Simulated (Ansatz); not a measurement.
`C[CH2][SbH2]` + `O[SiH3]` → `[SiH3][O][SbH2]` + `CC` at 298.15 K and 1 bar (ligand exchange at the Sb–C bond).

Gas-phase electronic energies from Ansatz, PBE0-D4/def2-TZVP geometries. CCSD(T)/CBS is the MP2 limit (def2-TZVPP, def2-QZVPP) plus CCSD(T) − MP2 in def2-TZVPP, frozen cores. This one scheme is used for every species. Elements past krypton have def2 core potentials. For Sb outer-core shells are correlated without core-valence functions, which leaves a few kJ/mol of doubt a bond.

| species | CCSD(T)/CBS energy (Eh) | H − E (kJ/mol) | S (J/(mol·K)) |
| --- | --- | --- | --- |
| `C[CH2][SbH2]` | -320.31453 | 223.2 | 315.2 |
| `O[SiH3]` | -366.69042 | 113.6 | 257.8 |
| `[SiH3][O][SbH2]` | -607.29789 | 130.6 | 354.2 |
| `CC` | -79.71954 | 207.7 | 227.7 |

H − E and S are ideal-gas, rigid-rotor, harmonic terms from PBE0-D4/def2-TZVP, for one conformer and one mirror image of each species. 1 Eh = 2625.50 kJ/mol, R = 8.31446 J/(mol·K).

Problem. By hand: ΔE, ΔH, ΔS and ΔG.

Solution. ΔE = (-607.29789) + (-79.71954) − (-320.31453) − (-366.69042) = -0.01248 Eh = -32.8 kJ/mol. Δ(H − E) = 130.6 + 207.7 − 223.2 − 113.6 = 1.5, so ΔH = -31.3 kJ/mol. ΔS = 354.2 + 227.7 − 315.2 − 257.8 = 8.9 J/(mol·K). ΔG = -31.3 − 298.15 × (8.9)/1000 = -34.0 kJ/mol.

Problem. By hand: the equilibrium constant, and the temperature at which ΔG would vanish if ΔH and ΔS stayed fixed.

Solution. log₁₀ K = −ΔG/(RT ln 10) = 6.0. ΔH and −TΔS have one sign here, so there is no such temperature.

The number of gas molecules stays the same, so ΔS is small and ΔH decides. A doubt of 5 kJ/mol in ΔE shifts log₁₀ K by 0.9 here. Other conformers and mirror images would add mixing entropy, several J/(mol·K) or more a flexible species. Modes under 60 cm⁻¹, often nearly free rotors, make the harmonic entropy too high. These are equilibria of isolated gas molecules and say nothing of rates. Largest T1 diagnostic: 0.014 (customary marks: 0.02 for closed shells, 0.045 for open ones).

ΔS is within the doubt of such terms, so its sign, and with it that verdict, could turn.
